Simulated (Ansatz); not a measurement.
`OCC(F)(F)F` + `[OH][GeH2][F]` → `[F][GeH2][O]C(F)(F)F` + CH₃OH  (substitution at a C–C bond)

Isolated molecules relaxed with PBE0-D4/def2-TZVP in Ansatz; ΔE leaves out vibrations. CCSD(T)/CBS is the MP2 limit (def2-TZVPP, def2-QZVPP) plus CCSD(T) − MP2 in def2-TZVPP, frozen cores. This one scheme is used for every species. DFT in def2-TZVPP. For Ge outer-core shells are correlated without core-valence functions, which leaves a few kJ/mol of doubt a bond. Scalar relativity is left out up to krypton. Each species was taken in one conformer, which may not be the lowest.

`OCC(F)(F)F`:

Z-matrix (Å, degrees):
```
C
C 1 1.515
O 1 1.395 2 112.2
H 1 1.091 2 107.8 3 -118.5
H 1 1.097 2 107.1 3 124.9
F 2 1.345 1 110.7 3 -58.4
F 2 1.332 1 112.6 3 61.7
F 2 1.338 1 110.5 3 -177.5
H 3 0.962 1 108.8 2 63.6
```

`[OH][GeH2][F]`:

Cartesian coordinates in Å:
```
O -0.139 1.324 -0.351
Ge -0.107 -0.415 -0.079
F 1.550 -0.878 0.174
H 0.109 1.839 0.421
H -0.834 -0.810 1.213
H -0.580 -1.061 -1.378
```

`[F][GeH2][O]C(F)(F)F`:

```xyz
9

F     1.038   -2.024   -0.074
Ge    0.787   -0.678    0.975
O    -0.700    0.139    0.395
C    -0.836    0.715   -0.794
F    -1.640    1.771   -0.702
F     0.340    1.143   -1.295
F    -1.361   -0.116   -1.696
H     0.379   -1.194    2.348
H     1.993    0.245    0.843
```

CH₃OH:

Z-matrix (Å, degrees):
```
C
O 1 1.409
H 1 1.097 2 112.4
H 1 1.090 2 107.0 3 -118.5
H 1 1.097 2 112.4 3 123.0
H 2 0.959 1 108.5 3 -61.6
```

| level | ΔE (kJ/mol) |
| --- | --- |
| ωB97M-V | 11.6 |
| B2PLYP | 13.3 |
| MP2/def2-TZVPP | 15.6 |
| HF/CBS(def2) | 0.9 |

(1) What does CCSD(T)/CBS give? (An estimate is asked.)

Largest T1 diagnostic among the species: 0.012.

Answers

(1) The calculation gave: +17.4 kJ/mol. The listed levels differ from it by -5.8, -4.1, -1.8, -16.5 kJ/mol.

In def2-TZVPP, CCSD(T) changes the Hartree–Fock value by +11.7 kJ/mol (the triples alone add +0.8 kJ/mol) and MP2 by +14.2 kJ/mol.
